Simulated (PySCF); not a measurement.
NMR data simulated for an unnamed compound:

¹H NMR (500 MHz, computed): δ 9.03 (d, 1H), 8.19 (d, 1H), 7.49 (m, 1H), 7.21 (m, 1H), 4.78 (s, 3H).

¹³C{¹H} NMR (computed): δ 147.6 (C), 129.9 (CH), 129.6 (CH), 129.4 (C), 125.1 (CH), 119.3 (CH).

All values are calculated (PySCF 2.14.0 with density-fitted response routines): GFN2-xTB structure, shielding tensors at PBE0/pcSseg-1 (GIAO). Fast rotation and ring inversion assumed for equivalent nuclei, one conformer, no solvent model, non-relativistic Hamiltonian.

References, each an isolated molecule treated in the same way: TMS for ¹H and ¹³C.

Which of these does the molecule contain: a three-membered ring, an ester, a heteroaromatic ring, a Si–H bond, a non-aromatic C=C double bond?

Answers


- A three-membered ring: no.
- An ester: no.
- A heteroaromatic ring: yes.
- A Si–H bond: yes (δH 4.78 (s)).
- A non-aromatic C=C double bond: no.

The data belong to SMILES [SiH3]c1nnn2ccccc12, C₆H₇N₃Si; they needn't prove each group on their own.

Carbon signals by region: 6 in the sp2 and nitrile region (100–160 ppm).

Shifts are as computed. Against solution values, carbons near 30 ppm lie about +3 ppm off and those near 130 ppm about +5 ppm. Of 1211 compounds with measured shifts, 218 miss one by over three times the rms of a fit or turn the order of signals round; such compounds aren't used in these exercises. No couplings were computed; multiplicities are counted from neighbouring protons, with m where these are inequivalent, close in shift, in a saturated or five-membered ring or joined by F or P, and br s for small geminal =CH2 splittings.
